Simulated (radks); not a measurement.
Results of a calculation; reference values are marked as such.
Question: These are the eigenvalues of the occupied orbitals of an atom or ion with whole-number occupations (hartree). Level of theory: scalar-relativistic Kohn-Sham, PBE, spin-polarised, spherical densities, point nucleus (a radial shooting solver on a logarithmic mesh with Libxc functionals).

| orbital | eigenvalue |
|---|---|
| 1s down | -2554.601 |
| 1s up | -2554.601 |
| 2s up | -441.3958 |
| 2s down | -441.3892 |
| 2p up | -386.0514 |
| 2p down | -386.0462 |
| 3s up | -102.1032 |
| 3s down | -102.1017 |
| 3p up | -85.71689 |
| 3p down | -85.71504 |
| 3d up | -66.88438 |
| 3d down | -66.88025 |
| 4s up | -21.52750 |
| 4s down | -21.52206 |
| 4p up | -16.15329 |
| 4p down | -16.14832 |
| 4d up | -9.34558 |
| 4d down | -9.33963 |
| 5s up | -3.51617 |
| 5s down | -3.45330 |
| 5p up | -2.20885 |
| 5p down | -2.12367 |
| 4f up | -1.80742 |
| 4f down | -1.79336 |
| 5d up | -0.77022 |

Which element is it, and in what charge state? The configuration may be excited. Open shells, if any, are filled with parallel spins first.

Answer: Z = 74, tungsten, charge +2: W2+ in [Xe] 4f14 5d4. The list shows which subshells hold electrons but not how many an open one holds; the 1s level, -2554.6 hartree, gives Z - s = 71.5 by -(Z - s)^2/2, which with screening and relativity narrows Z to a few neighbours, and the depths of the outer levels then fix element, charge and occupations together.
